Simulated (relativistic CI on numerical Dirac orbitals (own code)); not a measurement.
Computed by Dirac-Coulomb-Breit CI, orbitals from a KLI potential per configuration, QED by a radiative potential, unscaled Slater integrals (own radial code, finite nucleus).

CI space: 1s2, 1s.2s, 1s.2p, 1s.3s, 1s.3p, 1s.3d, 1s.4s, 1s.4p, 1s.4d, 1s.4f, 1s.5s, 1s.5p, 1s.5d, 1s.5f, 1s.5g, 1s.6s, 1s.6p, 1s.6d, 2s2. Levels of other configurations are missing.

At this charge energies of transitions that change n are usually good to better than 1 %, and those within a shell (Δn = 0) to a few per cent.

Outline of the computed level scheme of Dy LXV. Lowest level of each configuration: 1s2 1S_0 at 0.0 eV; 1s.2s 3S_1 at 46077.6 eV; 1s.2p 3P°_1 at 46177.2 eV; 1s.3s 3S_1 at 54904.9 eV; 1s.3p 3P°_1 at 54931.7 eV; 1s.3d 3D_2 at 55221.3 eV; 1s.4s 3S_1 at 57942.5 eV; 1s.4p 3P°_1 at 57953.3 eV; 1s.4d 3D_2 at 58074.9 eV.

Some strong electric-dipole decays among the lowest 27 levels: 1s.2p 1P°_1 → 1s2 1S_0 (1.5e+16 s⁻¹); 1s.2p 3P°_1 → 1s2 1S_0 (7.4e+15 s⁻¹); 1s.3p 1P°_1 → 1s2 1S_0 (4.1e+15 s⁻¹); 1s.3p 3P°_1 → 1s2 1S_0 (1.9e+15 s⁻¹); 1s.4p 1P°_1 → 1s2 1S_0 (1.7e+15 s⁻¹); 1s.3d 3D_3 → 1s.2p 3P°_2 (1.1e+15 s⁻¹); 1s.3d 3D_2 → 1s.2p 3P°_1 (1.1e+15 s⁻¹); 1s.3d 1D_2 → 1s.2p 1P°_1 (1.0e+15 s⁻¹).

LS names give the leading component of a level, which can be under half, so a name can repeat, a term be missing and a line seem to break the LS rules.
